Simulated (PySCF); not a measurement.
**Relaxation of singlet [RhO2]-**

These are results of PySCF, PBE0, basis Rh def2-TZVPD with ECP28, O def2-TZVPD (scalar-relativistic core potentials, no spin–orbit coupling, density fitting), not measurements. A (50,194) grid was used.

A hand-made bent start, of C2v symmetry, held to at least that symmetry:

```xyz
3
charge -1 multiplicity 1, angstrom
Rh    0.0000    0.0000   -0.2272
O     1.3680    0.0000    0.7307
O    -1.3680    0.0000    0.7307
```

At each step, columns x, y, z (Å) and Fx, Fy, Fz (eV/Å):

```
step 0  E − E(last) = 134.44 kJ/mol
Rh   0.000   0.000  -0.227   0.000   0.000   0.925
O    1.368   0.000   0.731   3.063   0.000  -0.463
O   -1.368   0.000   0.731  -3.063   0.000  -0.463
step 1  E − E(last) = 54.97 kJ/mol
Rh   0.000   0.000  -0.113   0.000   0.000   3.138
O    1.539   0.000   0.673  -0.479   0.000  -1.569
O   -1.539   0.000   0.673   0.479   0.000  -1.569
step 2  E − E(last) = 19.42 kJ/mol
Rh   0.000   0.000   0.032   0.000   0.000   2.150
O    1.642   0.000   0.601  -1.567   0.000  -1.075
O   -1.642   0.000   0.601   1.567   0.000  -1.075
step 3  E − E(last) = 4.97 kJ/mol
Rh   0.000   0.000   0.105   0.000   0.000   0.995
O    1.652   0.000   0.564  -0.816   0.000  -0.497
O   -1.652   0.000   0.564   0.816   0.000  -0.497
step 4  E − E(last) = 0.60 kJ/mol
Rh   0.000   0.000   0.158   0.000   0.000   0.163
O    1.650   0.000   0.538   0.087   0.000  -0.081
O   -1.650   0.000   0.538  -0.086   0.000  -0.081
step 5  E − E(last) = 0.06 kJ/mol
Rh   0.000   0.000   0.187   0.000   0.000   0.082
O    1.663   0.000   0.524  -0.057   0.000  -0.041
O   -1.663   0.000   0.524   0.057   0.000  -0.041
step 6  E − E(last) = 0.00 kJ/mol
Rh   0.000   0.000   0.198   0.000   0.000   0.016
O    1.666   0.000   0.518  -0.012   0.000  -0.008
O   -1.666   0.000   0.518   0.011   0.000  -0.008
step 7  E − E(last) = 0.00 kJ/mol
Rh   0.000   0.000   0.201   0.000   0.000   0.001
O    1.666   0.000   0.517  -0.001   0.000  -0.001
O   -1.666   0.000   0.517   0.001   0.000  -0.001
```

It ends at C2v with Rh–O 1.696 Å (×2); O–Rh–O 158.5°. A frequency run shows a minimum.

The relaxation took of the order of 40 core-seconds on a shared host.
